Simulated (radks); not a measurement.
Values are calculated unless marked as measured or tabulated.
All-electron atom: Cs II in [Xe]. Level of theory: non-relativistic Kohn-Sham, exchange-only LDA, spin-polarised, spherical densities, point nucleus; relativity is left out, which matters for an element this heavy (a radial shooting solver on a logarithmic mesh with Libxc functionals).

Unscreened Slater integrals over Kohn-Sham orbitals (eV). They are taken over the spin-up orbitals.

integral     value
F0(5p,5p)   11.672
F2(5p,5p)   6.2412
F0(5p,5s)   12.478
G1(5p,5s)   8.4039
F0(5p,4d)   14.734
F2(5p,4d)   3.9591
G1(5p,4d)   1.1212
G3(5p,4d)   1.0771
F0(5p,4p)   14.891
F2(5p,4p)   3.5720
G0(5p,4p)  0.68430
G2(5p,4p)  0.88147
F0(5s,5s)   13.511
F0(5s,4d)   16.681
G2(5s,4d)   1.6830
F0(5s,4p)   16.898
G1(5s,4p)   1.1703
F0(4d,4d)   29.457
F2(4d,4d)   14.960
F4(4d,4d)   9.9681
F0(4d,4p)   30.846
F2(4d,4p)   15.809
G1(4d,4p)   20.122
G3(4d,4p)   12.544
F0(4p,4p)   32.466
F2(4p,4p)   17.052
